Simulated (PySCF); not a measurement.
C₄H₂BrCl, SMILES C#C/C(Cl)=C\Br.

Coordinates come from a PBE0-D3(BJ)/def2-SVP optimisation. The structure was generated by enumeration; whether it is a known compound was not checked.

These are PySCF 2.14.0 with TDDFT-M06-2X/def2-SVPD values and carry that method's errors.

Vertical excitations. Isolated molecule, no solvent. State labels are in the subgroup Cs.

| state | symmetry | energy (eV) | λ (nm) | f | main pairs |
|---|---|---|---|---|---|
| S1 | A" | 4.97 | 250 | 0.000 | HOMO→LUMO+1 43 %, HOMO−1→LUMO 25 %, HOMO−2→LUMO 9 % |
| S2 | A' | 5.16 | 240 | 0.300 | HOMO→LUMO 96 % |
| S3 | A" | 5.30 | 234 | 0.000 | HOMO→LUMO+1 46 %, HOMO−1→LUMO 31 %, HOMO−2→LUMO 10 % |
| S4 | A" | 5.82 | 213 | 0.000 | HOMO→LUMO+2 63 %, HOMO−1→LUMO 17 % |
| S5 | A" | 6.04 | 205 | 0.000 | HOMO−2→LUMO 70 %, HOMO−1→LUMO 22 % |
| S6 | A' | 6.40 | 194 | 0.034 | HOMO−3→LUMO 69 % |
| S7 | A' | 6.63 | 187 | 0.004 | HOMO−1→LUMO+1 39 %, HOMO−2→LUMO+1 25 %, HOMO−1→LUMO+2 13 %, HOMO−2→LUMO+2 9 % |
| S8 | A" | 6.68 | 186 | 0.002 | HOMO−3→LUMO+1 22 %, HOMO−3→LUMO+2 15 %, HOMO→LUMO+3 14 %, HOMO→LUMO+6 11 % |
| S9 | A" | 6.92 | 179 | 0.024 | HOMO→LUMO+3 48 %, HOMO−4→LUMO 36 % |
| S10 | A" | 6.97 | 178 | 0.009 | HOMO−4→LUMO 57 %, HOMO→LUMO+3 24 % |
| T1 | A' | 3.36 | 369 | 0 | HOMO→LUMO 93 % |
| T2 | A" | 4.85 | 256 | 0 | HOMO→LUMO+1 84 % |
| T3 | A" | 5.14 | 241 | 0 | HOMO−1→LUMO 61 %, HOMO−2→LUMO 20 % |
| T4 | A' | 5.28 | 235 | 0 | HOMO−3→LUMO 46 %, HOMO−1→LUMO+1 9 %, HOMO−1→LUMO+2 7 % |
Triplets are in the Tamm–Dancoff approximation, which puts them higher than full response would, so one can lie above its singlet here.
